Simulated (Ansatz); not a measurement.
`C[O][Al]([F])[Cl]` + NH₃ → `[NH2][Al]([F])[Cl]` + CH₃OH at 298.15 K and 1 bar (ligand exchange at the Al–O bond).

Gas-phase electronic energies from Ansatz, PBE0-D4/def2-TZVP geometries. CBS: MP2 limit from def2 TZ/QZ plus the TZ coupled-cluster correction, frozen cores. This one scheme is used for every species. Each species was taken in one conformer, which may not be the lowest.

| species | CCSD(T)/CBS energy (Eh) | H − E (kJ/mol) | S (J/(mol·K)) |
| --- | --- | --- | --- |
| `C[O][Al]([F])[Cl]` | -916.81237 | 143.2 | 357.3 |
| NH₃ | -56.50880 | 100.5 | 192.4 |
| `[NH2][Al]([F])[Cl]` | -857.68991 | 96.2 | 316.8 |
| CH₃OH | -115.61712 | 146.3 | 238.2 |

H − E and S are ideal-gas, rigid-rotor, harmonic terms from PBE0-D4/def2-TZVP, for one conformer and one mirror image of each species. 1 Eh = 2625.50 kJ/mol, R = 8.31446 J/(mol·K).

Question: By hand: ΔE, ΔH, ΔS and ΔG.

Answer: ΔE = (-857.68991) + (-115.61712) − (-916.81237) − (-56.50880) = 0.01414 Eh = 37.1 kJ/mol. Δ(H − E) = 96.2 + 146.3 − 143.2 − 100.5 = -1.2, so ΔH = 35.9 kJ/mol. ΔS = 316.8 + 238.2 − 357.3 − 192.4 = 5.3 J/(mol·K). ΔG = 35.9 − 298.15 × (5.3)/1000 = 34.3 kJ/mol.

Question: By hand: the equilibrium constant, and the temperature at which ΔG would vanish if ΔH and ΔS stayed fixed.

Answer: log₁₀ K = −ΔG/(RT ln 10) = -6.0. ΔG = 0 at ΔH/ΔS = 6774 K, far beyond where these terms or the molecules hold.

The number of gas molecules stays the same, so ΔS is small and ΔH decides. A doubt of 5 kJ/mol in ΔE shifts log₁₀ K by 0.9 here. Other conformers and mirror images would add mixing entropy, several J/(mol·K) or more a flexible species. These are equilibria of isolated gas molecules and say nothing of rates. Largest T1 diagnostic: 0.011 (customary marks: 0.02 for closed shells, 0.045 for open ones).
